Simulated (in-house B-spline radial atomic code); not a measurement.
## Solving the quasi-particle equation for 2p up of Si VIII (Si7+)

Configuration [He] 2s2 2p3, highest spin, start PBE0; correlation leaves out the deepest shell. Computed with an all-electron radial atomic-structure program (B-spline basis): all electrons, non-relativistic, point nucleus, each spin shell either full or empty, empty states to l = 9 with an (l + 1/2)⁻⁴ tail; G0W0 by contour deformation at full frequency.

At the mean-field level ε = -287.474 eV the matrix elements are Σx = -77.467 eV, v_xc = -59.454 eV and Σc(ε) = 1.382 eV, and the slope of the correlation self-energy is dΣc/dω = -0.0204. The quasi-particle energy solves E = ε + Σx − v_xc + Σc(E).

Q: What does the linearised equation give?

A: Z = 1/(1 − dΣc/dω) = 1/1.0204 = 0.9800. The first-order shift is Σx − v_xc + Σc(ε) = -77.467 − (-59.454) + (1.382) = -16.631 eV, so E ≈ ε + Z × shift = -287.474 + 0.9800 × (-16.631) = -303.772 eV.

Q: How does that compare with the full solution and with static screening?

A: Solving the equation at full frequency dependence gives E = -303.739 eV, where Σc = 1.748 eV and the weight is 0.976; the linearised value is off by 33 meV. Leaving Z out would give -304.105 eV. Static COHSEX puts -3.010 eV in place of Σc and gives -308.497 eV, 4.76 eV deeper.
